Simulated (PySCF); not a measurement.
Radial density of Ga²⁺ (gallium, charge +2)

M06-L, [Ar] 3d9 4s2, 2D determinant (an excited configuration). Calculation: PySCF 2.14, in x2c-QZVPPall with one added diffuse shell each of s, p, d, f type (12s8p6d5f1g, 110 functions); scalar relativity by spin-free X2C-1e.

```tsv
r (bohr)	4πr²ρ (e/bohr)	4πr²(ρα − ρβ)
0.000815	0.2614	0.0000
0.00137	0.6588	0.0000
0.00231	1.626	0.0000
0.00388	3.876	0.0000
0.00652	8.698	0.0000
0.0110	17.58	0.0000
0.0185	29.81	0.0000
0.0310	37.94	0.0000
0.0522	33.51	0.0010
0.0878	32.11	0.0140
0.148	43.92	0.1109
0.249	28.57	0.5259
0.418	23.23	1.2650
0.703	22.00	1.1564
1.18	5.710	0.3380
1.99	1.533	0.0217
3.35	0.1840	-0.0028
5.63	0.0008987	0.0000
```

Densities and radii are taken from the X2C orbitals without a picture-change correction, which distorts them close to the nucleus.

Problem. Where is the radial spin density 4πr²(ρα − ρβ) most negative, and why is it negative at all?

Solution. Around r = 3.35 bohr, down to -0.0028 e/bohr: exchange with the open shell polarises the paired shells in an unrestricted calculation.
